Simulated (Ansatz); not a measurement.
`[NH2][Al]([Cl])[Cl]` → `[NH2][Al][Cl]`• + Cl• at 600 K and 1 bar (homolysis of the Al–Cl bond).

Program: Ansatz. Geometries: PBE0-D4/def2-TZVP. ΔE: electronic, gas phase. CBS: MP2 limit from def2 TZ/QZ plus the TZ coupled-cluster correction, frozen cores. This one scheme is used for every species, atoms too. Open shells (•) are unrestricted, without spin–orbit coupling. Spin–orbit coupling would lower the free atoms: a little for Cl. Each species was taken in one conformer, which may not be the lowest.

```tsv
species	CCSD(T)/CBS energy (Eh)	H − E (kJ/mol)	S (J/(mol·K))
`[NH2][Al]([Cl])[Cl]`	-1217.66844	123.5	389.4
`[NH2][Al][Cl]`•	-757.76502	106.9	347.8
Cl•	-459.70966	12.5	182.8
```

H − E and S are ideal-gas, rigid-rotor, harmonic terms from PBE0-D4/def2-TZVP, for one conformer and one mirror image of each species, with the whole ground term of open shells counted as degenerate. 1 Eh = 2625.50 kJ/mol, R = 8.31446 J/(mol·K).

Question: By hand: ΔE, ΔH, ΔS and ΔG.

Answer: ΔE = (-757.76502) + (-459.70966) − (-1217.66844) = 0.19376 Eh = 508.7 kJ/mol. Δ(H − E) = 106.9 + 12.5 − 123.5 = -4.1, so ΔH = 504.6 kJ/mol. ΔS = 347.8 + 182.8 − 389.4 = 141.2 J/(mol·K). ΔG = 504.6 − 600 × (141.2)/1000 = 419.9 kJ/mol.

Question: By hand: the equilibrium constant, and the temperature at which ΔG would vanish if ΔH and ΔS stayed fixed.

Answer: log₁₀ K = −ΔG/(RT ln 10) = -36.6. ΔG = 0 at ΔH/ΔS = 3574 K, far beyond where these terms or the molecules hold.

The number of gas molecules changes by +1, which sets the sign of ΔS. A doubt of 5 kJ/mol in ΔE shifts log₁₀ K by 0.4 here. Other conformers and mirror images would add mixing entropy, several J/(mol·K) or more a flexible species. These are equilibria of isolated gas molecules and say nothing of rates. Largest T1 diagnostic: 0.012 (customary marks: 0.02 for closed shells, 0.045 for open ones).
